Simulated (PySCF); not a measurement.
diindium oxide (In₂O), SMILES [In][O][In] (connectivity only; charge and spin as stated), neutral, multiplicity 1. Heavy atoms are numbered as in [In:1][O:2][In:3].

Geometry optimised at B3LYP-D3(BJ)/def2-TZVP. The def2 effective core potentials stand for the cores of In; spin–orbit coupling is left out.

The numbers are results of PBE0/def2-TZVPD run with PySCF, not measurements.

Mulliken values depend strongly on the basis, most of all with diffuse functions as here. ESP charges are fitted to the potential on shells at 1.4 to 2.0 van der Waals radii. Atomic charges (e), one atom of each kind:

```json
[
 {"atom": "In1", "ESP fit": "0.08", "Mulliken": "0.34"},
 {"atom": "O2", "ESP fit": "-0.17", "Mulliken": "-0.68"}
]
```
